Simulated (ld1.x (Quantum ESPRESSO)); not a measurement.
Which change was made? (Sb, TM)

* Element: antimony
* Generator: ld1.x (Quantum ESPRESSO) 7.5
* Type: norm-conserving Troullier–Martins (Kleinman–Bylander form)
* Functional: PBE
* Relativity: scalar-relativistic
* Frozen core: [Kr] 4d10
* Valence charge: 5
* Reference configuration: 5s2 5p3
* Partial waves: 5s (bound): rc 1.80 bohr; 5p (bound): rc 1.70 bohr
* Local potential: all-electron potential smoothed inside 1.70 bohr (lloc = -2)
* Core correction: Bessel-smoothed model core, default radius (core density twice the valence density)

Cutoffs, loose and tight: the cutoffs (Ry, on a coarse ladder) from which the occupation-weighted sum of valence levels, in a spherical-Bessel basis at the reference potential, stays within 10 and 1 mRy of its value at 400 Ry. They do not see the model core or the augmentation charge, which bear on the density cutoff. Test errors are all-electron minus pseudo excitation energies from the reference, over the configurations 5s2 5p2; 5s2 5p1; 5s2 5p0; 5s1 5p3; 5s0 5p5; 5s1 5p0; 5s2 5p2.5; variants that change the core or the reference have their own tests.

The base gives: outcome: generated; cutoff, loose: 40 Ry; cutoff, tight: 80 Ry; bound ghosts: none; largest test error (meV): -461.

(1) After one change the result is: outcome: generated; cutoff, loose: 100 Ry; cutoff, tight: 140 Ry; bound ghosts: d; largest test error (meV): -264. Which change was it?
A. all radii but the core radius scaled by about 0.90 (s 1.62, p 1.52 bohr); local potential all-electron potential smoothed inside 1.52 bohr (lloc = -2)
B. all radii but the core radius scaled by about 0.77 (s 1.38, p 1.30 bohr); local potential all-electron potential smoothed inside 1.30 bohr (lloc = -2)
C. all radii but the core radius scaled by about 1.17 (s 2.10, p 1.98 bohr); local potential all-electron potential smoothed inside 1.98 bohr (lloc = -2)
D. all radii but the core radius scaled by about 1.37 (s 2.46, p 2.32 bohr); local potential all-electron potential smoothed inside 2.32 bohr (lloc = -2)

## Answers

(1) A. The others give: all radii but the core radius scaled by about 1.17 (s 2.10, p 1.98 bohr); local potential all-electron potential smoothed inside 1.98 bohr (lloc = -2) → outcome: generated; cutoff, loose: 25 Ry; cutoff, tight: 35 Ry; bound ghosts: none; largest test error (meV): -466 | all radii but the core radius scaled by about 0.77 (s 1.38, p 1.30 bohr); local potential all-electron potential smoothed inside 1.30 bohr (lloc = -2) → outcome: generated; cutoff, loose: 300 Ry; cutoff, tight: over 300 Ry; bound ghosts: p, s, d; largest test error (meV): -1056 | all radii but the core radius scaled by about 1.37 (s 2.46, p 2.32 bohr); local potential all-electron potential smoothed inside 2.32 bohr (lloc = -2) → outcome: generated; cutoff, loose: 18 Ry; cutoff, tight: 30 Ry; bound ghosts: none; largest test error (meV): -489.
